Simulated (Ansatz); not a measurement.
Species: SO3, charge -1, multiplicity 2. 
Geometry from a B3LYP-D3(BJ)/def2-TZVP (Ansatz, a first-principles code) optimisation:
```
S
O 1 1.4852
O 1 1.4852 2 113.70
O 1 1.4852 2 113.70 3 132.21
```
Charge -1, spin multiplicity 2.

Basis-set convergence of Hartree-Fock and CCSD(T) correlation energies (hartree) with Ansatz. Correlated levels leave the core frozen unless marked. Open shells are spin-unrestricted. No spin-orbit coupling. Non-relativistic. This anion needs diffuse functions, which these sets lack.

| basis | functions | E(HF) | E(corr, CCSD(T)) |
|---|---|---|---|
| cc-pV(D+d)Z | 65 | -622.09014 | -0.70797 |
| cc-pV(T+d)Z | 129 | … | … |

Question: Fill in the missing entries.

Answer: 
- cc-pV(T+d)Z, E(HF): -622.22511
- cc-pV(T+d)Z, E(corr, CCSD(T)): -0.92259
